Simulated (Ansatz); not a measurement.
`C=C[O][SnH3]` + `F[SiH2]O[SiH3]` → `C=C[SiH](F)O[SiH3]` + `[OH][SnH3]`  (formal exchange of groups at a C–O bond)

Computed with Ansatz on PBE0-D4/def2-TZVP structures; ΔE is electronic, products minus reactants. CCSD(T)/CBS adds triple-zeta CCSD(T) − MP2 to the extrapolated MP2 energy (def2 sets, frozen cores). DFT in def2-TZVPP. Elements past krypton have def2 core potentials. For Sn outer-core shells are correlated without core-valence functions, which leaves a few kJ/mol of doubt a bond. One conformer a species, not always the lowest.

```json
{"level": "r2SCAN-D4", "ΔE (kJ/mol)": "-51.8"}
{"level": "MP2/def2-TZVPP", "ΔE (kJ/mol)": "-59.2"}
```

(1) What does CCSD(T)/CBS give? (Best estimate.)

Largest T1 diagnostic among the species: 0.015.

## Answers

(1) The calculation gave: -60.3 kJ/mol. The listed levels differ from it by 8.5, 1.1 kJ/mol.

In def2-TZVPP, CCSD(T) changes the Hartree–Fock value by −3.8 kJ/mol (the triples alone add +1.2 kJ/mol) and MP2 by −5.3 kJ/mol. From PBE to PBE0 (25 % exact exchange), in def2-TZVPP and without D4, ΔE moves by −4.0 kJ/mol.
